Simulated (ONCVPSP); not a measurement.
Which change was made? (Fe, ONCV)

iron (Fe), optimised norm-conserving Vanderbilt (ONCV), made with ONCVPSP 4.0.1 (PBEsol, scalar-relativistic). Core [Ar], reference 3d6 4s2. Waves: 4s: rc 2.25 bohr, ncon 5, nbas 8, qcut 3.8 1/bohr, 2 projectors, debl 2.6 Ha; p scattering state at 0.03 Ha: rc 2.00 bohr, ncon 4, nbas 7, qcut 4.3 1/bohr, 2 projectors, debl 2.9 Ha; 3d: rc 1.15 bohr, ncon 5, nbas 10, qcut 12.9 1/bohr, 2 projectors, debl 2.6 Ha. Local part: polynomial inside 1.10 bohr (lpopt 5, dvloc0 0 Ha). Core correction: Teter function, fcfact 1.5, rcfact 1.1.

Cutoffs, loose and tight: the cutoffs (Ha) at which the residual kinetic energy of the hardest occupied pseudo-wave falls to 1 and 0.1 mHa per electron. They do not see the model core or the augmentation charge, which bear on the density cutoff. Test errors are all-electron minus pseudo excitation energies from the reference, over the configurations 3d6 4s1; 3d6 4s0; 3d5 4s0; 3d7 4s0; variants that change the core or the reference have their own tests. The largest error is taken over the tests solved by every variant that gives reliable tests at all, those not shown here included: 3d6 4s0; 3d6 4s1; 3d7 4s0.

The base gives: outcome: generated; cutoff, loose: 70 Ha; cutoff, tight: 80 Ha; bound ghosts: s; GHOST(+) flags above zero: p; largest test error (meV): -208.

Problem. After one change the result is: outcome: generated, projector energies reset by the program; cutoff, loose: 65 Ha; cutoff, tight: 73 Ha; bound ghosts: none; GHOST(+) flags above zero: s; largest test error (meV): +31. Which change was it?
A. core [Ne] 3s2, valence charge 14; reference 3p6 3d6 4s1; waves now 4s: rc 2.45 bohr, ncon 4, nbas 7, qcut 2.7 1/bohr, 2 projectors, debl 0.8 Ha; 3p: rc 1.10 bohr, ncon 4, nbas 7, qcut 10.1 1/bohr, 3 projectors, debl 1.3 Ha; 3d: rc 1.20 bohr, ncon 4, nbas 9, qcut 12.9 1/bohr, 1 projector; local potential polynomial inside 1.10 bohr (lpopt 1, dvloc0 3 Ha)
B. local potential polynomial inside 1.10 bohr (lpopt 5, dvloc0 4 Ha)
C. functional PBE

Solution. A. The others give: functional PBE → outcome: generated; cutoff, loose: 70 Ha; cutoff, tight: 80 Ha; bound ghosts: s; GHOST(+) flags above zero: p; largest test error (meV): -179 | local potential polynomial inside 1.10 bohr (lpopt 5, dvloc0 4 Ha) → outcome: generated; cutoff, loose: 70 Ha; cutoff, tight: 80 Ha; bound ghosts: none; GHOST(+) flags above zero: s, p; largest test error (meV): -208.
